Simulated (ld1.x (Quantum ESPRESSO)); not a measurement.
Ba (Z = 56): excitation energies, all-electron against TM semilocal

```
Element                 : barium
Generator               : ld1.x (Quantum ESPRESSO) 7.5
Type                    : norm-conserving Troullier–Martins (semilocal form)
Functional              : LDA (PZ)
Relativity              : scalar-relativistic
Frozen core             : [Xe]
Valence charge          : 2
Reference configuration : 5d0 6s1.75 6p0.25
Partial waves           : 6s (bound): rc 3.75 bohr; 5d (bound, empty): rc 3.60 bohr; 6p (bound): rc 3.55 bohr
Local potential         : the p channel
Core correction         : Bessel-smoothed model core inside 2.35 bohr
```

Energies are relative to the spin-unpolarised reference configuration 5d0 6s1.75 6p0.25; without spin polarisation the order of configurations can differ from experiment. Spin-polarised rows fill each open shell by Hund’s rule, majority spin first.

```csv
valence configuration,charge,ΔE all-electron (eV),error AE − PS (meV)
5d0 6s2 6p0,0,-0.520,-0.2
5d0 6s1 6p0,+1,5.023,-4.7
5d0 6s1.5 6p0,+0.5,1.691,-0.4
5d0 6s0 6p2,0,3.847,+4.0
5d0.5 6s1.5 6p0,0,0.123,-14
5d1 6s1 6p0,0,0.829,-44
5d0 6s1 6p0 (spin-polarised),+1,4.876,-7.3
```

(1) What are ΔE and the potential's error for 5d0 6s0 6p1?

(2) What are ΔE and the potential's error for 5d0 6s1.75 6p0.25 (spin-polarised)?

## Answers

(1) ΔE = 7.730 eV all-electron; the error (AE − PS) is +37 meV.

(2) ΔE = -0.019 eV all-electron; the error (AE − PS) is 0.0 meV.
